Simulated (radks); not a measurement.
All-electron atom: Hg4+ in [Xe] 4f14 5d8. Method: Dirac Kohn-Sham, BLYP, spin-unpolarised, spherical densities, point nucleus; open shells fill j = l - 1/2 first; computed with a radial shooting solver on a logarithmic mesh with Libxc functionals.

Spin-orbit splittings of the eigenvalues, e(l+1/2) - e(l-1/2), with zeta = 2 splitting/(2l+1) and mean radii in bohr:

| shell | occ. | splitting (eV) | zeta (eV) | <r> j=l-1/2 | <r> j=l+1/2 |
|---|---|---|---|---|---|
| 2p | 6 | 1949 | 1299 | 0.05692 | 0.06559 |
| 3p | 6 | 431.6 | 287.8 | 0.1704 | 0.1863 |
| 3d | 10 | 92.47 | 36.99 | 0.1621 | 0.1669 |
| 4p | 6 | 104.3 | 69.52 | 0.4011 | 0.4353 |
| 4d | 10 | 19.44 | 7.774 | 0.4424 | 0.4536 |
| 4f | 14 | 4.199 | 1.200 | 0.4787 | 0.4854 |
| 5p | 6 | 18.74 | 12.50 | 0.9631 | 1.054 |
| 5d | 8 | 2.215 | 0.8859 | 1.322 | 1.361 |
| 6p | 0 | 2.829 | 1.886 | 2.409 | 2.591 |
